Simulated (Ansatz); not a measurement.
B6H2⁻. Total charge -1; doublet. Geometry PBE0-D4/def2-SVP, that of the neutral singlet; atoms count from 1.

Cartesian coordinates in Å:
```
B 0.142 -0.111 2.132
B 0.681 -0.157 0.531
B -0.142 0.111 -2.132
B 0.983 -0.159 -1.003
B -0.983 0.159 1.003
B -0.681 0.157 -0.531
H 0.531 -0.233 3.255
H -0.531 0.234 -3.255
```

The structure comes from a short search, and lower isomers may exist.

(1) Estimate the Mulliken populations from the PBE0/def2-TZVPD orbitals of Ansatz.

(2) Where does the spin sit?

(3) And the Mayer bond orders between bonded heavy atoms (over 0.3)?

Results:

(1) 
```tsv
atom	charge (e)	spin (α − β)
B1	0.26	0.13
B2	0.10	-0.05
B3	0.26	0.13
B4	-0.84	0.43
B5	-0.84	0.43
B6	0.10	-0.05
H7	-0.02	-0.02
H8	-0.02	-0.02
```
Mulliken values and Mayer orders depend strongly on the basis. With diffuse functions, as here, like atoms can get unlike values, and bond orders can come out too low or too high.

(2) Summed by element: B 1.03, H -0.03, of 1 unpaired in all. Largest on single atoms: B4 0.43, B5 0.43, B1 0.13.

(3) B1–B2 0.74 (1.69 Å); B1–B5 1.26 (1.62 Å); B2–B4 0.76 (1.56 Å); B2–B5 0.59 (1.76 Å); B2–B6 0.82 (1.76 Å); B3–B4 1.26 (1.62 Å); B3–B6 0.74 (1.69 Å); B4–B6 0.59 (1.76 Å); B5–B6 0.76 (1.56 Å). Values over 0.3 also appear between atoms too far apart for a bond (B4–B5 0.47 at 2.83 Å); they arise where an orbital or an unpaired electron spreads over both atoms.
